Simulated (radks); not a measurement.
The numbers below are computed, except where a source is named.
All-electron atom: the silicon ion Si2+ in [He] 2s1.5 2p6 3s2 3d0.5 (fractional occupations, a model configuration). Level of theory: non-relativistic Kohn-Sham, SOGGA, spin-unpolarised, spherical densities, point nucleus (a radial shooting solver on a logarithmic mesh with Libxc functionals).

Normalised radial functions P(r) = r R(r), r in bohr:

r              2s       3s       3p
0.005316   0.1345   0.0444   0.0007
0.006091   0.1524   0.0503   0.0010
0.006922   0.1711   0.0565   0.0013
0.007931   0.1933   0.0638   0.0016
0.009014   0.2163   0.0714   0.0021
0.01024    0.2415   0.0798   0.0027
0.01174    0.2708   0.0894   0.0035
0.01334    0.3007   0.0993   0.0044
0.01528    0.3348   0.1105   0.0058
0.01737    0.3690   0.1218   0.0073
0.0199     0.4072   0.1344   0.0095
0.02262    0.4444   0.1467   0.0120
0.02571    0.4821   0.1591   0.0152
0.02945    0.5216   0.1720   0.0194
0.03347    0.5570   0.1836   0.0244
0.03835    0.5909   0.1946   0.0309
0.04359    0.6172   0.2030   0.0386
0.04994    0.6364   0.2090   0.0485
0.05675    0.6434   0.2109   0.0598
0.06451    0.6365   0.2080   0.0734
0.0739     0.6102   0.1985   0.0905
0.08399    0.5640   0.1822   0.1094
0.09623    0.4885   0.1560   0.1325
0.1094     0.3901   0.1220   0.1571
0.1253     0.2547   0.0755   0.1860
0.1424     0.0984   0.0221   0.2152
0.1619    -0.0835  -0.0396   0.2455
0.1854    -0.2993  -0.1120   0.2775
0.2108    -0.5157  -0.1833   0.3054
0.2415    -0.7475  -0.2572   0.3302
0.2744    -0.9538  -0.3192   0.3460
0.3144    -1.1440  -0.3695   0.3512
0.3574    -1.2810  -0.3950   0.3419
0.4062    -1.3648  -0.3930   0.3158
0.4653    -1.3871  -0.3550   0.2670
0.5289    -1.3433  -0.2827   0.1999
0.6059    -1.2334  -0.1679   0.1062
0.6887    -1.0823  -0.0286  -0.0011
0.789     -0.8897   0.1428  -0.1308
0.8967    -0.6983   0.3134  -0.2616
1.019     -0.5156   0.4785  -0.3928
1.168     -0.3472   0.6311  -0.5229
1.327     -0.2220   0.7391  -0.6271
1.52      -0.1264   0.8029  -0.7072
1.728     -0.0677   0.8072  -0.7438
1.98      -0.0311   0.7526  -0.7353
2.25      -0.0132   0.6548  -0.6828
2.557     -0.0049   0.5289  -0.5948
2.93      -0.0014   0.3868  -0.4773
3.33      -0.0004   0.2644  -0.3608
3.815     -0.0001   0.1599  -0.2466
4.336     0.0000   0.0899  -0.1579
4.968     0.0000   0.0430  -0.0885
5.646     0.0000   0.0188  -0.0458
6.417     0.0000   0.0071  -0.0209
7.352     0.0000   0.0021  -0.0078
8.356     0.0000   0.0006  -0.0026
9.573     0.0000   0.0001  -0.0007
10.88     0.0000   0.0000  -0.0001
12.47     0.0000   0.0000  0.0000
14.17     0.0000   0.0000  0.0000

2s: eigenvalue -170.54 eV, 1 radial node at r = 0.153 bohr, <r> = 0.563 bohr, 90 % of the charge inside 0.884 bohr. 3s: eigenvalue -31.090 eV, 2 radial nodes at r = 0.149, 0.705 bohr, <r> = 1.87 bohr, 90 % of the charge inside 2.78 bohr. 3p (empty): eigenvalue -22.710 eV, 1 radial node at r = 0.688 bohr, <r> = 2.11 bohr, 90 % of the charge inside 3.19 bohr.
